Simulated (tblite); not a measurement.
C₇H₁₄OSi.
SMILES with atom numbers: `[CH2:1]=[C:2]([CH3:3])[C@@H:4]1[SiH2:5][C@@H:6]1[O:7][CH2:8][CH3:9]` (hydrogens: H10, H11 on C1; H12, H13, H14 on C3; H15 on C4; H16, H17 on Si5; H18 on C6; H19, H20 on C8; H21, H22, H23 on C9)

A start from a force field or distance geometry was refined with GFN2-xTB geometry optimisation, gas phase in tblite. Values at the start:

```
  coordinate    start
       C1=C2  1.357 Å
      C1–H10  1.087 Å
      C1–H11  1.087 Å
       C2–C4  1.485 Å
      C3–H12  1.099 Å
      C4–Si5  1.854 Å
       C4–C6  1.495 Å
      C4–H15  1.094 Å
      Si5–C6  1.847 Å
     Si5–H16  1.488 Å
     Si5–H17  1.485 Å
       C6–O7  1.450 Å
      C6–H18  1.083 Å
       O7–C8  1.435 Å
      C8–H19  1.090 Å
      C9–H21  1.089 Å
    C1–C2–C3   118.3°
   C2–C4–Si5   125.0°
    C2–C4–C6   119.6°
    C3–C2–C4   120.8°
   C4–Si5–C6    47.6°
    C4–C6–O7   118.6°
   Si5–C4–C6    65.9°
   Si5–C6–O7   115.5°
C1–C2–C4–Si5     171°
C2–C4–Si5–C6    -110°
Si5–C6–O7–C8    -178°
 C6–O7–C8–C9     171°
```

**Question.** How do these coordinates change at the GFN2-xTB level?

**Answer.** 
```csv
coordinate,GFN2-xTB (Å or °),change
C4–C6,1.561,+0.066
C6–O7,1.393,-0.057
C4–Si5,1.902,+0.048
Si5–H17,1.448,-0.037
Si5–C6,1.884,+0.037
Si5–H16,1.453,-0.035
C1=C2,1.330,-0.027
O7–C8,1.418,-0.017
C8–H19,1.102,+0.012
C2–C4,1.474,-0.011
C3–H12,1.088,-0.011
C1–H11,1.077,-0.010
C6–H18,1.093,+0.010
C1–H10,1.077,-0.010
C4–H15,1.088,-0.006
C9–H21,1.086,-0.003
Si5–C6–O7,118.7,+3.2
C3–C2–C4,117.6,-3.2
C1–C2–C3,121.3,+3.0
C2–C4–C6,121.3,+1.7
C4–Si5–C6,48.7,+1.1
Si5–C4–C6,65.0,-0.9
C2–C4–Si5,124.2,-0.8
C4–C6–O7,119.3,+0.7
C1–C2–C4–Si5,-154,+35
Si5–C6–O7–C8,-155,+23
C6–O7–C8–C9,176,+5
C2–C4–Si5–C6,-112,-2
```

The energy falls by 12.6 kcal/mol over 114 L-BFGS steps, the largest force on an atom goes from 2.59 to 0.008 eV/Å, and the atoms move by 0.494 Å rms after alignment. The bond that changes most is C4–C6 (sp3 carbon bound to silicon to sp3 carbon bound to oxygen), which lengthens by 0.066 Å. Bonds longer at the end by more than 0.005 Å: 6 of 23; shorter: 12. Among the dihedrals that turn most is C1–C2–C4–H15, from -51° to -7°. Rotational constants go from 1569, 1067, 782.4 to 1562, 1122, 808.6 MHz.

Hardware: an Intel Xeon at 2.50 GHz with one thread, on a shared host. Cost: 3.2 s of wall time.

Its GFN2-xTB frequencies are all real (lowest 56 cm⁻¹). The numbers are those of one conformer. 2 starts were optimised and ended at 0.00 and 1.83 kcal/mol (GFN2-xTB); the lowest of these is shown.

All values are computed, not measured.
